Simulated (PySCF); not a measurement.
# P⁺ (phosphorus, charge +1) across methods

[Ne] 3s1 3p3, 3s spin antiparallel (an excited configuration). Calculation: PySCF 2.14, in aug-cc-pV(T+d)Z; the non-relativistic Hamiltonian (point nucleus).

```json
{"method": "PBE", "E (hartree)": "-340.3876", "mean ε 2p β (eV)": "-136.51", "mean ε 3s β (eV)": "-22.588", "mean ε 3p α (eV)": "-15.600", "Σ⟨r²⟩ (bohr²)": "21.73", "⟨S²⟩": "3.000"}
{"method": "PBE0", "E (hartree)": "-340.3908", "mean ε 2p β (eV)": "-142.56", "mean ε 3s β (eV)": "-23.914", "mean ε 3p α (eV)": "-16.619", "Σ⟨r²⟩ (bohr²)": "21.85", "⟨S²⟩": "3.000"}
{"method": "TPSS", "E (hartree)": "-340.5575", "mean ε 2p β (eV)": "-137.07", "mean ε 3s β (eV)": "-22.581", "mean ε 3p α (eV)": "-15.699", "Σ⟨r²⟩ (bohr²)": "21.68", "⟨S²⟩": "3.000"}
{"method": "UHF", "E (hartree)": "-339.90510", "mean ε 2p β (eV)": "-159.61", "mean ε 3s β (eV)": "-26.632", "mean ε 3p α (eV)": "-18.862", "Σ⟨r²⟩ (bohr²)": "22.62", "⟨S²⟩": "3.000"}
{"method": "r2SCAN0", "E (hartree)": "-340.4734", "mean ε 2p β (eV)": "-144.34", "mean ε 3s β (eV)": "-24.051", "mean ε 3p α (eV)": "-16.805", "Σ⟨r²⟩ (bohr²)": "21.94", "⟨S²⟩": "3.000"}
{"method": "revPBE", "E (hartree)": "-340.4859", "mean ε 2p β (eV)": "-136.48", "mean ε 3s β (eV)": "-22.518", "mean ε 3p α (eV)": "-15.595", "Σ⟨r²⟩ (bohr²)": "21.73", "⟨S²⟩": "3.000"}
{"method": "CAM-B3LYP", "E (hartree)": "-340.5230", "mean ε 2p β (eV)": "-143.41", "mean ε 3s β (eV)": "-25.499", "mean ε 3p α (eV)": "-17.751", "Σ⟨r²⟩ (bohr²)": "21.83", "⟨S²⟩": "3.000"}
{"method": "r2SCAN", "E (hartree)": "-340.4924", "mean ε 2p β (eV)": "-138.99", "mean ε 3s β (eV)": "-22.796", "mean ε 3p α (eV)": "-15.898", "Σ⟨r²⟩ (bohr²)": "21.82", "⟨S²⟩": "3.000"}
{"method": "LDA", "E (hartree)": "-339.2758", "mean ε 2p β (eV)": "-136.41", "mean ε 3s β (eV)": "-22.762", "mean ε 3p α (eV)": "-15.569", "Σ⟨r²⟩ (bohr²)": "21.73", "⟨S²⟩": "3.000"}
```

With the s spin flipped the determinant is a mixture of two multiplicities, not a spectroscopic state.
